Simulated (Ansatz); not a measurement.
Basis sets compared for C₁₈H₂₂, a cluster. The state is a singlet with charge 0. Geometry PBE-D4/def2-SVP. Ansatz on 2 threads of AMD EPYC 7R13 on a shared host and a share (18 GiB) of an NVIDIA H100 80GB HBM3; times are rough, and most runs start from earlier orbitals.

```xyz
40

C    -6.6918   -0.0115    0.5014
C    -6.0620    1.3899    0.4727
C    -4.5543    1.3494    0.3597
C    -3.9192    1.3223   -0.8978
C    -2.5244    1.2361   -1.0031
C    -1.7106    1.1741    0.1454
C    -0.2119    1.0306    0.0317
C     0.2454   -0.4479   -0.0268
C     1.7445   -0.5878   -0.1402
C     2.5586   -0.6398    1.0086
C     3.9543   -0.7094    0.9039
C     4.5903   -0.7258   -0.3534
C     6.0927   -0.8588   -0.4668
C     6.5565   -2.3227   -0.5238
C     3.7758   -0.6743   -1.5020
C     2.3801   -0.6046   -1.3976
C    -2.3454    1.1992    1.4030
C    -3.7402    1.2855    1.5080
H    -6.4456   -0.5776   -0.4201
H    -7.7965    0.0428    0.5849
H    -6.3122   -0.6009    1.3609
H    -6.4810    1.9657   -0.3799
H    -6.3488    1.9426    1.3927
H    -4.5316    1.3795   -1.8126
H    -2.0528    1.2272   -1.9993
H     0.2856    1.5221    0.8943
H     0.1540    1.5514   -0.8783
H    -0.1196   -0.9693    0.8832
H    -0.2510   -0.9399   -0.8898
H     2.0870   -0.6268    2.0048
H     4.5674   -0.7505    1.8190
H     6.4427   -0.3250   -1.3760
H     6.5742   -0.3524    0.3968
H     6.1128   -2.8473   -1.3946
H     6.2449   -2.8748    0.3864
H     7.6602   -2.3947   -0.6068
H     4.2471   -0.6875   -2.4984
H     1.7666   -0.5637   -2.3125
H    -1.7315    1.1610    2.3177
H    -4.2102    1.3134    2.5047
```

Single mean-field runs in def2-TZVP are fitted with def2-universal-jkfit.

Binding counts from free atoms (C triplet, H doublet) in the same basis, without a counterpoise term.

```tsv
level	functions	energy (Eh)	HOMO (eV)	LUMO (eV)	binding per atom (eV)	wall time
PBE-D4/def2-SVP	362	-697.7940	-5.56	-1.10	4.97	2.5 s
PBE0-D4/def2-SVP	362	-697.8904	-6.53	-0.23	4.89	3.5 s
```

Q: Estimate the rows for PBE-D4/def2-TZVP (with forces), PBE0-D4/def2-TZVP.

A: 
| level | functions | energy (Eh) | HOMO (eV) | LUMO (eV) | binding per atom (eV) | wall time |
| --- | --- | --- | --- | --- | --- | --- |
| PBE-D4/def2-TZVP (with forces) | 690 | -698.5263 | -5.60 | -1.22 | 4.90 | 4.9 s |
| PBE0-D4/def2-TZVP | 690 | -698.6103 | -6.53 | -0.33 | 4.82 | 3.7 s |
